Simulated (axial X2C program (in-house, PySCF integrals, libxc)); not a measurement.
# AsP along the bond: PBE0, with spin–orbit coupling

Computed with an in-house all-electron X2C program for linear molecules (integrals from PySCF). Two-component (2c) means X2C with spin–orbit coupling and atomic mean-field two-electron Coulomb and Gaunt terms. Basis: As dyall-cv3z [9s9p6d4f1g], P dyall-v3z [8s7p2d1f] (cores contracted in-house); Gaussian nuclei, density fitting, unrestricted open shells. Masses: As 74.922 u, P 30.974 u.

State: Ω = 0 (closed shell). Dipoles are positive if P is the positive end.

```json
{"R (Å)": "1.733", "μ (D)": "-0.386", "HOMO (eV)": "-7.88", "LUMO (eV)": "-1.92"}
{"R (Å)": "1.813", "μ (D)": "-0.447", "HOMO (eV)": "-7.97", "LUMO (eV)": "-2.16"}
{"R (Å)": "1.873", "μ (D)": "-0.489", "HOMO (eV)": "-8.00", "LUMO (eV)": "-2.34"}
{"R (Å)": "1.932", "μ (D)": "-0.526", "HOMO (eV)": "-7.85", "LUMO (eV)": "-2.51"}
{"R (Å)": "1.992", "μ (D)": "-0.561", "HOMO (eV)": "-7.70", "LUMO (eV)": "-2.68"}
{"R (Å)": "2.062", "μ (D)": "-0.595", "HOMO (eV)": "-7.54", "LUMO (eV)": "-2.87"}
{"R (Å)": "2.131", "μ (D)": "-0.626", "HOMO (eV)": "-7.39", "LUMO (eV)": "-3.05"}
{"R (Å)": "2.221", "μ (D)": "-0.660", "HOMO (eV)": "-7.22", "LUMO (eV)": "-3.26"}
{"R (Å)": "2.331", "μ (D)": "-0.693", "HOMO (eV)": "-7.04", "LUMO (eV)": "-3.50"}
{"R (Å)": "2.490", "μ (D)": "-0.731", "HOMO (eV)": "-6.83", "LUMO (eV)": "-3.80"}
```

(1) The minimum lies at 1.987 Å. What is the dipole moment there, and its slope?

The state is one determinant whose occupation by symmetry is held fixed; it was picked as the lowest of a PBE0 search that is not exhaustive. Closed shells are restricted here (equal orbitals for both partners); the stretched side of such a curve lies too high.

Answers

(1) At PBE0, 2c, with the sign and origin stated: μ = -0.56 D, dμ/dR = -0.55 D/Å.
